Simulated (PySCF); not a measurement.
# pentachloroethane: calculation against experiment

**What was measured.**

NIST CCCBDB Release 22 (SRD 101), experimental dipoles lists, for the gas: dipole moment (dielectric constant against temperature) 0.92 D.

How close the calculation comes is told at the end.

Pentachloroethane, C₂HCl₅.
Atom-mapped SMILES: `[Cl:1][CH:2]([Cl:3])[C:4]([Cl:5])([Cl:6])[Cl:7]` (hydrogens: H8 on C2)

Geometry (PBE0-D3(BJ)/def2-SVP, Å), atoms numbered from 1 in this order:
```xyz
8
C2HCl5 angstrom
Cl     1.105   -1.746    0.903
C      0.843   -0.289   -0.056
Cl     1.953    0.993    0.432
C     -0.628    0.182    0.031
Cl    -1.063    0.600    1.687
Cl    -0.826    1.591   -1.029
Cl    -1.668   -1.128   -0.565
H      1.048   -0.532   -1.107
```

Runs made with PySCF (gas phase, on this PBE0-D3(BJ)/def2-SVP geometry; no spin–orbit coupling):

```json
{"level": "WP04/pcSseg-2", "job": "shieldings", "basis functions": "301"}
{"level": "wB97X-D/def2-SVPD", "job": "10 singlets by full TDDFT, 4 Tamm–Dancoff triplets, polarisability, ΔSCF ions", "basis functions": "183"}
{"level": "B3LYP/def2-SVPD", "job": "10 singlets by full TDDFT, 4 Tamm–Dancoff triplets, polarisability, ΔSCF ions", "basis functions": "183"}
{"level": "BHandHLYP/def2-SVPD", "job": "10 singlets by full TDDFT, 4 Tamm–Dancoff triplets, polarisability, ΔSCF ions", "basis functions": "183"}
{"level": "PBE/def2-SVPD", "job": "10 singlets by full TDDFT, 4 Tamm–Dancoff triplets, polarisability, ΔSCF ions", "basis functions": "183"}
{"level": "PBE0/def2-SVPD", "job": "10 singlets by full TDDFT, 4 Tamm–Dancoff triplets, polarisability, ΔSCF ions", "basis functions": "183"}
{"level": "PBE0/6-31+G*", "job": "10 singlets by full TDDFT, 4 Tamm–Dancoff triplets, polarisability", "basis functions": "148"}
{"level": "PBE0/aug-cc-pVDZ", "job": "10 singlets by full TDDFT, 4 Tamm–Dancoff triplets, polarisability", "basis functions": "190"}
{"level": "CAM-B3LYP/def2-SVPD", "job": "10 singlets by full TDDFT, 4 Tamm–Dancoff triplets, polarisability, ΔSCF ions", "basis functions": "183"}
{"level": "PBE0/6-31G*", "job": "10 singlets by full TDDFT, 4 Tamm–Dancoff triplets, polarisability", "basis functions": "120"}
{"level": "PBE0/def2-SVP", "job": "10 singlets by full TDDFT, 4 Tamm–Dancoff triplets, polarisability", "basis functions": "123"}
{"level": "PBE0/def2-TZVP", "job": "10 singlets by full TDDFT, 4 Tamm–Dancoff triplets, polarisability", "basis functions": "253"}
```

All basis functions are spherical.

## Comparison

**Dipole moment.** Measured: 0.92 D (NIST CCCBDB Release 22 (SRD 101), experimental dipoles).

```
              level  computed (D)  computed − measured (D)  % (from the printed values)
      WP04/pcSseg-2          0.96                    +0.04                           +4
  wB97X-D/def2-SVPD          0.92                     0.00                            0
    B3LYP/def2-SVPD          0.87                    -0.05                           -5
BHandHLYP/def2-SVPD          0.92                     0.00                            0
      PBE/def2-SVPD          0.84                    -0.08                           -9
     PBE0/def2-SVPD          0.89                    -0.03                           -3
       PBE0/6-31+G*          1.01                    +0.09                          +10
   PBE0/aug-cc-pVDZ          0.90                    -0.02                           -2
CAM-B3LYP/def2-SVPD          0.90                    -0.02                           -2
        PBE0/6-31G*          1.06                    +0.14                          +15
      PBE0/def2-SVP          0.98                    +0.06                           +7
     PBE0/def2-TZVP          0.91                    -0.01                           -1
```

12 of the 17 levels run are shown, the closest and the furthest among them. The computed dipoles belong to one fixed geometry; measured ones are averaged over vibrations unless marked μe. Magnitudes are compared, not signs.

No measured geometry was used, and the causes of the misses weren't examined.
